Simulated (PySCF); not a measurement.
Magnetic shielding above rings: a mixed set.

NICS = −σ at a ghost point: NICS(0) at the centroid of the ring atoms, NICS(1) 1 Å to either side along the normal of their mean plane, zz for the tensor component along that normal. Level: GIAO PBE0/pcSseg-1 (PySCF, non-relativistic, gas phase) on the GFN2-xTB geometries, one conformer each. Atom numbers follow the mapped SMILES.

**Question.** Order these rings by mean NICS(1)zz, lowest (most negative) first (ppm).
A. ring C3–C6–C7 in `[CH3:1][O:2][C:3]1([CH:4]=[O:5])[CH2:6][CH2:7]1`
B. ring C2–C3–C4–C5–C6–C8 in `[CH3:1][c:2]1[cH:3][cH:4][cH:5][c:6]([CH3:7])[cH:8]1`
C. ring C5–C6–C7–C8 in `[CH:1]#[C:2][C:3]([CH3:4])=[C:5]1[CH2:6][CH2:7][CH2:8]1`
D. ring C2–N3–C4–C5–N6 in `[CH3:1][c:2]1[n:3][cH:4][cH:5][n:6]1[CH3:7]`

**Answer.** D (-29.0), B (-27.6), A (-20.6), C (3.1).

```tsv
SMILES	ring	NICS(0)	NICS(1)	NICS(1)zz	HOMA	rms pucker (Å)	ring atoms with four or more neighbours
Cc1nccn1C	5-membered ring with 2 N; formal bonds all aromatic	-12.4	-10.9	-29.0	0.91	0.00	0
Cc1cccc(C)c1	6-membered carbocycle; formal bonds all aromatic	-8.5	-11.1	-27.6	1.00	0.00	0
COC1(C=O)CC1	3-membered carbocycle; formal bonds all single	-41.3	-7.7	-20.6	–	0.00	3
C#CC(C)=C1CCC1	4-membered carbocycle; formal bonds all single	3.6	-0.3	3.1	–	0.00	3
```

NICS(0) gives another order. The isotropic NICS(1) gives another order. HOMA uses Krygowski's 1993 parameters; it is left out where a ring has a four-coordinate atom, a triple bond, no multiple bond or a kind of bond without parameters. NICS(1) and NICS(1)zz are means over the two faces.
